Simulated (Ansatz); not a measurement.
`B[SiH]1OP1` + `CC(N)F` → `BNC(C)F` + `O1[SiH2]P1` at 298.15 K and 1 bar (cleavage of the B–Si bond).

Calculated with Ansatz (gas phase, PBE0-D4/def2-TZVP geometries, no zero-point term in ΔE). CCSD(T)/CBS is the MP2 limit (def2-TZVPP, def2-QZVPP) plus CCSD(T) − MP2 in def2-TZVPP, frozen cores. Each species was taken in one conformer, which may not be the lowest.

```
     species  CCSD(T)/CBS energy (Eh)  H − E (kJ/mol)  S (J/(mol·K))
`B[SiH]1OP1`               -732.35934           129.4          318.1
    `CC(N)F`               -234.21706           240.0          287.8
   `BNC(C)F`               -259.64176           274.9          316.4
`O1[SiH2]P1`               -706.98902            92.0          276.6
```

H − E and S are ideal-gas, rigid-rotor, harmonic terms from PBE0-D4/def2-TZVP, for one conformer and one mirror image of each species. 1 Eh = 2625.50 kJ/mol, R = 8.31446 J/(mol·K).

By hand: ΔE, ΔH, ΔS and ΔG.

ΔE = (-259.64176) + (-706.98902) − (-732.35934) − (-234.21706) = -0.05438 Eh = -142.8 kJ/mol. Δ(H − E) = 274.9 + 92.0 − 129.4 − 240.0 = -2.5, so ΔH = -145.3 kJ/mol. ΔS = 316.4 + 276.6 − 318.1 − 287.8 = -12.9 J/(mol·K). ΔG = -145.3 − 298.15 × (-12.9)/1000 = -141.5 kJ/mol.

By hand: the equilibrium constant, and the temperature at which ΔG would vanish if ΔH and ΔS stayed fixed.

log₁₀ K = −ΔG/(RT ln 10) = 24.8. ΔG = 0 at ΔH/ΔS = 11264 K, far beyond where these terms or the molecules hold.

The number of gas molecules stays the same, so ΔS is small and ΔH decides. A doubt of 5 kJ/mol in ΔE shifts log₁₀ K by 0.9 here. Other conformers and mirror images would add mixing entropy, several J/(mol·K) or more a flexible species. These are equilibria of isolated gas molecules and say nothing of rates. Largest T1 diagnostic: 0.021 (customary marks: 0.02 for closed shells, 0.045 for open ones).
